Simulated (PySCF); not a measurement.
C3H4BCl, singlet, geometry from GFN2-xTB. Base run: HF/6-31G, polarisability (PySCF).

Input for PySCF:
```python
from pyscf import gto, scf
from pyscf.prop import polarizability

mol = gto.M(
    atom='''
B     0.24202355   -0.13325459    0.18816859
C    -1.02470511   -0.90421260   -0.10276437
C    -2.04182611   -1.50407499   -0.34236790
H    -2.92796345   -2.03199848   -0.54872117
Cl    0.38612487    1.45107517   -0.45244876
C     1.40856061   -0.77435029    1.03991355
H     2.16414063   -0.05552057    1.34526076
H     1.90975251   -1.54658759    0.45583513
H     1.02765348   -1.27207121    1.92972349
''',
    basis='6-31g',
    verbose=4,
)

mf = scf.RHF(mol)
mf.kernel()
alpha = mf.Polarizability().polarizability()[2, 2]
print('alpha_zz =', alpha)
```

Variants of this job, named by their change:

```
change                                         alpha_zz (bohr³)  basis functions  core-seconds (rough)
---------------------------------------------  ----------------  ---------------  --------------------
base                                                      29.34               57                     2
basis = cc-pVDZ                                           35.57               94                     6
finite field (a.u.) = 0.005; conv_tol = 1e-11             29.34               57                     2
finite field (a.u.) = 0.02; conv_tol = 1e-11              29.37               57                     1
basis = 6-31+G*                                           39.53              102                     6
basis = 6-31G*                                            32.02               82                     4
functional = camb3lyp                                       [?]               57                    30
functional = pbe                                            [?]               57                    20
finite field (a.u.) = 0.05; conv_tol = 1e-11              29.51               57                     2
functional = lda,vwn                                      32.18               57                    10
basis = def2-SVP                                          34.18               94                     4
finite field (a.u.) = 2e-4; conv_tol = 1e-11              29.34               57                     2
```

What belongs in the gaps?


- functional = camb3lyp, alpha_zz (bohr³): 30.42
- functional = pbe, alpha_zz (bohr³): 31.91

Finite-field rows take the second difference of the energy in a field along z; a small field with loose convergence shows SCF noise divided by the square of the field, and a large one adds hyperpolarisability.
